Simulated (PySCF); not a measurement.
Cl2FH3OSi2, SMILES [Si](Cl)(O[SiH3])(Cl)F. Heavy atoms are numbered as in [F:1][Si:2]([Cl:3])([Cl:4])[O:5][SiH3:6]. Hydrogens are named by the atom that carries them.

Geometry optimised at PBE-D3(BJ)/def2-SVP. This is a generated structure with no PubChem entry under its InChIKey; it may be hypothetical. One conformer was computed; it need not be the lowest.

The numbers are results of PySCF with PBE/def2-TZVP, not measurements.

Atomic charges (e), one atom of each kind:

```
atom        Löwdin    IAO
----------  ------  -----
F1            0.04  -0.50
Si2          -0.69   1.42
Cl3           0.28  -0.28
O5            0.01  -0.84
Si6 (SiH3)    0.17   0.81
H on Si6     -0.03  -0.12
```

**Question.** Give the Mayer and Wiberg (Löwdin basis) orders of the bonds. (An estimate is asked for; the answer gives what the named calculation found.)

**Answer.** 
```json
[
 {"bond": "F1–Si2", "Mayer": "1.19", "Wiberg": "1.73"},
 {"bond": "Si2–Cl3", "Mayer": "1.19", "Wiberg": "1.83"},
 {"bond": "Si2–Cl4", "Mayer": "1.24", "Wiberg": "1.87"},
 {"bond": "Si2–O5", "Mayer": "1.26", "Wiberg": "1.64"},
 {"bond": "O5–Si6", "Mayer": "1.07", "Wiberg": "1.49"}
]
```
